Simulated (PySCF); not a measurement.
SMILES F[SiH2]O[SiH2]O[SiH](F)F, singlet (B3LYP/def2-SVP optimised geometry):

```
13

Si     0.587     2.667     0.539
F     -0.511     3.785     0.122
O     -0.030     1.179     0.230
Si    -0.973    -0.131    -0.102
O     -0.014    -1.479     0.000
Si     0.586    -2.986     0.000
F      0.048    -3.783     1.292
F      0.043    -3.785    -1.289
H      1.795     2.885    -0.291
H      0.847     2.812     1.991
H     -1.503    -0.026    -1.482
H     -2.054    -0.235     0.909
H      2.054    -2.986     0.000
```

Method: B3LYP/def2-TZVP (PySCF 2.14.0).

Q: What are the frontier orbital energies and the dipole moment?

A: HOMO-2 -10.15 eV, HOMO-1 -9.55 eV, HOMO -8.82 eV, LUMO -0.03 eV, LUMO+1 0.13 eV; dipole moment 1.51 D.

Meta-Löwdin charges at B3LYP/def2-TZVP: Si1 1.18, F2 -0.51, O3 -0.84, Si4 1.13, O5 -0.84, Si6 1.51, F7 -0.50, F8 -0.50, H9 -0.13, H10 -0.13, H11 -0.13, H12 -0.13, H13 -0.13.
